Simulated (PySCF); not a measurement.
Mapped SMILES: `[CH2:1]=[CH:2][C@H:3]1[O:4][CH2:5][C:6]1=[O:7]` (H(Xn): hydrogen on atom n). Ha(C5) is cis to C2 on the ring; Ha(C1) is cis to C3; Hb(C5) is trans to C2 on the ring; Hb(C1) is trans to C3.

Theory: structure optimised with GFN2-xTB, shielding tensors at PBE0/pcSseg-1 (GIAO), in PySCF 2.14.0 with density-fitted response routines (no relativistic terms, a single conformation, in vacuum).

Referencing at the same level of theory: 13C (σ = 186.93 ppm) vs TMS.

**Question.** Do the 13C shifts follow the atomic charges (in e)? Tabulate both.

**Answer.** 
```tsv
atoms	hybridisation	δ (ppm)	σ para (ppm)	Hirshfeld	IAO	Mulliken	ESP-fitted
C6	sp2	209.3	-275	+0.17	+0.38	+0.18	+0.45
C2	sp2	138.7	-209	-0.05	-0.16	-0.22	-0.14
C1	sp2	121.3	-188	-0.10	-0.31	-0.12	-0.37
C3	sp3	108.2	-172	+0.04	+0.02	+0.07	+0.15
C5	sp3	91.3	-156	-0.00	-0.12	+0.08	-0.07
```

Correlation coefficients of δ with charge over these carbons: Hirshfeld +0.69, IAO +0.76, Mulliken +0.29, ESP-fitted +0.66; with the paramagnetic shielding -1.00. With so few points, grouped by hybridisation, these coefficients are fragile. Charge is one influence among several: hybridisation and low-lying excitations act through the paramagnetic term.

Shifts are as computed. Against solution values, carbons near 30 ppm lie about +3 ppm off and those near 130 ppm about +5 ppm (rms about the fit 2.1 ppm; single classes can miss by 10 ppm). Of 1328 compounds with measured shifts, 309 miss one by over three times the rms of a fit or turn the order of signals round; such compounds aren't used in these exercises. Signals without a measured value on file couldn't be tested in this way; 1H shifts scatter by 0.2 ppm about their fit, and single ones miss by 0.5 ppm.
